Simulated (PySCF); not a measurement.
H₂Cl₂Si, SMILES [SiH2](Cl)Cl. Atoms are numbered in the order given.

```xyz
5

Cl    -1.6824     0.0000    -0.4085
Si     0.0000     0.0000     0.7664
Cl     1.6824     0.0000    -0.4085
H      0.0000     1.2244     1.5799
H      0.0000    -1.2244     1.5799
```
Charge 0, spin multiplicity 1.

Coordinates come from a B3LYP-D3(BJ)/def2-TZVP optimisation.

These are PBE0/pcJ-1 (PySCF) values and carry that method's errors.

Isotropic couplings with Fermi-contact, spin-dipole and both spin-orbit terms, one fixed conformer, no vibrational averaging. Isotopes: 1H, 29Si.

Estimate the spin–spin coupling constants. (Estimate from the structure and the level; the computed values follow.)


```csv
pair,bonds apart,J (Hz)
Si2–H4,1,-281.9
Si2–H5,1,-281.9
H4–H5,2,24.9
```
